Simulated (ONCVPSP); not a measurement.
What the settings do to the ONCV potential of nitrogen (N)

Base potential:

- Element: nitrogen
- Generator: ONCVPSP 4.0.1
- Type: optimised norm-conserving Vanderbilt (ONCV)
- Functional: PBE
- Relativity: scalar-relativistic
- Frozen core: [He]
- Valence charge: 5
- Reference configuration: 2s2 2p3
- Partial waves: 2s: rc 1.05 bohr, ncon 4, nbas 7, qcut 7.5 1/bohr, 2 projectors, debl 3.8 Ha; 2p: rc 2.45 bohr, ncon 4, nbas 8, qcut 6.3 1/bohr, 1 projector; d scattering state at 0.42 Ha: rc 1.95 bohr, ncon 4, nbas 7, qcut 5.5 1/bohr, 2 projectors, debl 1.7 Ha
- Local potential: polynomial inside 0.70 bohr (lpopt 5, dvloc0 0 Ha)
- Core correction: Teter function, fcfact 2.75, rcfact 1.6

Cutoffs, loose and tight: the cutoffs (Ha) at which the residual kinetic energy of the hardest occupied pseudo-wave falls to 1 and 0.1 mHa per electron. They do not see the model core or the augmentation charge, which bear on the density cutoff. Test errors are all-electron minus pseudo excitation energies from the reference, over the configurations 2s2 2p2; 2s2 2p1; 2s2 2p0; 2s1 2p4. A dash means not determined; rows that change the core or the reference have their own tests.

A true bound ghost makes a file unfit for plane-wave use even where its test errors are small: the radial tests pick states by their node count and pass the ghost by.

```tsv
change	outcome	cutoff, loose	cutoff, tight	bound ghosts	GHOST(+) flags above zero	largest test error (meV)
base	generated	26 Ha	83 Ha	none	d	+3211
s: qcut 9.9; p: qcut 8.3; d: qcut 7.2	generated	32 Ha	40 Ha	none	none	+2185
s: rc 0.7	generated	163 Ha	246 Ha	s	s, d	+3184
local potential polynomial inside 0.75 bohr (lpopt 5, dvloc0 0 Ha)	generated	26 Ha	83 Ha	none	none	+3211
core correction Teter function, fcfact 7.6, rcfact 1.6	generated	26 Ha	83 Ha	none	d	+3238
d: nbas 8	generated	26 Ha	83 Ha	none	d	+3211
d: qcut 6.9	generated	26 Ha	83 Ha	none	none	+3211
local potential polynomial inside 0.70 bohr (lpopt 5, dvloc0 2.5 Ha)	generated	26 Ha	83 Ha	none	none	+3211
core correction Teter function, fcfact 2.75, rcfact 1.04	generated	26 Ha	83 Ha	none	d	+3184
core correction none	generated	26 Ha	83 Ha	none	d	+3184
```

(1) What comes out with this change to the base: p: qcut 4.8?

Answers

(1) outcome: generated; cutoff, loose: 26 Ha; cutoff, tight: 83 Ha; bound ghosts: none; GHOST(+) flags above zero: d; largest test error (meV): +4626.
